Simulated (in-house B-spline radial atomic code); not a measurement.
The potassium ion K²⁺ is squeezed into an impenetrable sphere of radius R (the orbitals vanish at R). No spin polarisation. Level of theory: non-relativistic LDA VWN5, spherical fractional occupations, point nucleus; calculated with a B-spline radial code for spherical atoms.

Energies in eV above the free ion in [Ne] 3s2 3p5:

```csv
R (bohr),highest level (eV),[Ne] 3s2 3p5,[Ne] 3s1 3p6,[Ne] 3s1 3p5 3d1,-dE/dV in [Ne] 3s2 3p5 (GPa)
9.35,-39.3,0,16.58,40.51,9.86e-08
6.83,-39.3,8.135e-05,16.58,40.52,0.00046
5.31,-39.3,0.008034,16.59,40.6,0.0728
3.94,-38.9,0.4282,17.05,41.61,6.71
3.67,-38.5,0.9147,17.57,42.42,16.3
2.97,-35.8,6.317,23.33,49.5,168
2.45,-28.8,25.99,43.88,71.75,1010
2.08,-16.3,71.31,90.47,119.6,3900
2,-11.9,88.9,108.4,137.6,5280
1.47,53,404.1,425.5,447.6,48200
```

Question: Does [Ne] 3s1 3p6 fall below [Ne] 3s2 3p5 under compression?

Answer: No, it stays above over the whole range.

Question: Does [Ne] 3s1 3p5 3d1 fall below [Ne] 3s2 3p5 under compression?

Answer: No, it stays above over the whole range.

The highest level is first positive in the row R = 1.47 bohr, pushed up by confinement above the zero of the free ion's potential. Each configuration is held fixed and needn't be the lowest in the sphere.
